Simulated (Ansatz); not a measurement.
One change: `[OH][Zr]([F])([F])[SeH]` becomes `[OH][Zr]([F])([F])[SH]`.

Ansatz, PBE0-D4/def2-TZVP geometries, multiplicity 1. Each molecule was computed in one conformer, which needn't be the lowest.

Elements past krypton have def2 core potentials. Scalar relativity is left out up to krypton.

| property | `[OH][Zr]([F])([F])[SeH]` |
| --- | --- |
| HOMO–LUMO gap (B3LYP/def2-TZVPP) / eV | 5.53 |
| HOMO energy (ωB97M-V/def2-TZVPP) / eV | -9.41 |
| LUMO energy (PBE0/def2-TZVPP) / eV | -1.32 |
| HOMO–LUMO gap (PBE0/def2-TZVPP) / eV | 6.00 |
| HOMO energy (B3LYP/def2-TZVPP) / eV | -7.08 |
| HOMO energy (PBE0/def2-TZVPP) / eV | -7.32 |

Task: What does the change do to each property? (Estimate.)

Result: Ansatz gave: 
```
                             property  `[OH][Zr]([F])([F])[SH]`  shift
HOMO–LUMO gap (B3LYP/def2-TZVPP) / eV                      5.94   0.41
HOMO energy (ωB97M-V/def2-TZVPP) / eV                     -9.92  -0.51
   LUMO energy (PBE0/def2-TZVPP) / eV                     -1.32   0.00
 HOMO–LUMO gap (PBE0/def2-TZVPP) / eV                      6.45   0.45
  HOMO energy (B3LYP/def2-TZVPP) / eV                     -7.51  -0.43
   HOMO energy (PBE0/def2-TZVPP) / eV                     -7.76  -0.44
```

B3LYP here is the variant with VWN-RPA as its local correlation; programs differ in this.

Spin–orbit coupling is left out; it splits and shifts lone-pair levels of the heavy atoms by tenths of an eV.
